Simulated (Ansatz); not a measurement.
Cost and result for the atomization energy of C2H7BO2Te, SMILES `CC[Te]B(O)O` (13 atoms, 12 bonds).

Z-matrix (Å, degrees):
```
C
C 1 1.513
H 1 1.091 2 111.0
H 1 1.096 2 110.4 3 119.6
H 1 1.092 2 111.5 3 -120.4
Te 2 2.157 1 113.8 3 61.8
H 2 1.089 1 112.0 3 -58.3
H 2 1.091 1 112.0 3 -179.9
B 6 2.168 2 95.5 1 -77.0
O 9 1.362 6 116.5 2 178.7
O 9 1.364 6 118.2 2 -1.6
H 10 0.961 9 115.8 6 179.7
H 11 0.961 9 115.4 6 -179.3
```

Total charge 0; spin multiplicity 1. Correlated methods include outer-core shells of Te, which these sets cover unevenly. Te takes the def2 core potential. The structure was optimised at the PBE0-D4/def2-TZVP level. It is one conformer, not always the lowest. Program: Ansatz. All runs use 2 threads of an AMD EPYC 7R13 on a shared host and a share of an NVIDIA H100 80 GB. Times are those of one run each, without the atoms' runs, and a repeat can differ threefold. Electronic energies, without spin–orbit coupling; frozen cores. CCSD(T)/CBS adds CCSD(T) − MP2 in def2-TZVPP to the MP2 limit, and its time is that of the two runs behind it. T1 = 0.011. With those shells the extrapolation isn't a true limit. B3LYP takes the VWN-RPA correlation (the form of Gaussian; ORCA's B3LYP/G).

CCSD(T)/CBS is a level of theory with its own doubt, some kJ/mol a heavy atom from the limit and from the frozen cores, so smaller differences don't rank the functionals.

```csv
level,functions,wall time,atomization (kJ/mol),difference from CCSD(T)/CBS,per bond
r2SCAN-D4/def2-TZVPP (with forces),303,6 s,5087.0,0.1,0.0
PBE0-D4/def2-TZVPP,303,6.5 s,5081.6,-5.3,-0.4
B3LYP-D4/def2-TZVPP (with forces),303,6.5 s,5063.8,-23.1,-1.9
CCSD(T)/def2-TZVPP,303,9.5 s,4947.2,-139.7,-11.6
ωB97X-V/def2-TZVPP,303,11 s,5067.2,-19.7,-1.6
PBE-D4/def2-TZVPP (with forces),303,11 s,5186.6,99.7,8.3
B2PLYP/def2-TZVPP,303,12 s,5016.5,-70.4,-5.9
ωB97M-V/def2-TZVPP (with forces),303,14 s,5073.6,-13.3,-1.1
MP2/def2-QZVPP,577,16 s,5141.6,54.7,4.6
CCSD(T)/CBS(def2),–,26 s,5086.9,0.0,0.0
```

From PBE to PBE0 (25 % exact exchange), in def2-TZVPP and without D4, the atomization energy moves by −100.5 kJ/mol: exact exchange takes away binding that semilocal exchange gives to molecules. The D4 term adds +48.9 kJ/mol with B3LYP and +25.7 kJ/mol with PBE0; it sums over pairs of atoms, weighted by their polarisabilities, and B3LYP, whose exchange is more repulsive, gets the larger term. In def2-TZVPP, CCSD(T) changes the Hartree–Fock value by +1275.9 kJ/mol (the triples alone add +82.8 kJ/mol) and MP2 by +1388.1 kJ/mol; breaking electron pairs costs correlation energy, which Hartree–Fock lacks.

Spin–orbit coupling would lower the free Te atoms strongly, and the atomization energy with them, by more than many differences here.
